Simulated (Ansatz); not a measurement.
A nudged elastic band was laid between two geometries of BClGaH$_{5}$OSi (10 atoms, charge 0, multiplicity 1).

These are results of RHF/def2-SVP (Ansatz 0.2.0), not measurements.

* movable images: 7
* climbing image: yes
* spring: 5.0 eV/Å²
* optimiser: quadratic models (default)
* start path: through a guess of the saddle point
* force threshold: 0.05 eV/Å
* iteration limit: 60
* end points: relaxed

Initial state:

```xyz
10
Properties=species:S:1:pos:R:3
O -1.517 -0.170 0.882
B -0.355 -0.066 0.224
Si 1.033 -1.571 0.401
Ga -0.144 1.738 -0.955
Cl -2.015 2.888 -0.681
H -2.122 0.553 0.763
H 2.312 -1.004 0.911
H 1.313 -2.140 -0.947
H 0.606 -2.670 1.302
H 0.888 2.441 -1.899
```

Final state:

```xyz
10
Properties=species:S:1:pos:R:3
O -1.199 0.000 0.632
B 0.006 -0.105 0.069
Si 1.185 -1.745 0.427
Ga -0.824 3.797 -1.885
Cl -2.419 2.967 -0.510
H -1.679 0.791 0.415
H 2.480 -1.323 1.028
H 1.502 -2.436 -0.854
H 0.546 -2.727 1.339
H 0.404 0.780 -0.662
```

Task: What changes between the two ends?

Result: Bonds broken: B2–Ga4, Ga4–H10. Bonds formed: B2–H10. BClGaH5OSi becomes BH5OSi + ClGa.

Task: What energy profile does the band end with?

Result: The run converged. The highest image is number 4 of 0 to 8, 4.00 eV above the first end and 4.57 eV above the last; the last end lies 0.58 eV below the first. Neighbouring images differ by up to 2.7 eV, so the band resolves the path poorly. A vibrational analysis at the climbing image gives one clearly imaginary mode, 1453i cm⁻¹: a first-order saddle point. The orbitals stay closed-shell, which can raise the energy where a bond breaks towards radicals; this wasn't checked here.

```tsv
image	path coordinate (Å)	energy (eV)	B2–Ga4 (Å)	Ga4–H10 (Å)	B2–H10 (Å)
0	0.00	0.00	2.17	1.56	3.51
1	0.50	0.04	2.14	1.56	3.38
2	1.01	0.53	2.11	1.55	3.01
3	1.52	2.01	2.23	1.51	2.57
4	2.02	4.00	2.62	1.52	2.24
5	2.71	1.25	2.92	1.82	1.58
6	3.41	-0.41	3.41	2.33	1.23
7	4.10	-0.56	3.97	2.91	1.22
8	4.79	-0.58	4.44	3.48	1.22
```

Task: What is the geometry of the highest image?

Result: 
```xyz
10
Properties=species:S:1:pos:R:3
O -1.504 -0.024 0.811
B -0.341 0.033 0.165
Si 1.045 -1.473 0.332
Ga -0.193 2.238 -1.237
Cl -2.176 2.780 -0.570
H -2.089 0.714 0.673
H 2.318 -0.891 0.840
H 1.324 -2.012 -1.028
H 0.658 -2.603 1.216
H 0.957 1.238 -1.200
```

The band took 18 iterations and about 5 core-minutes.

Run time: 2.7 min on 2 threads of Intel(R) Xeon(R) 6975P-C (Granite Rapids), on a shared host, peak memory 0.32 GiB.
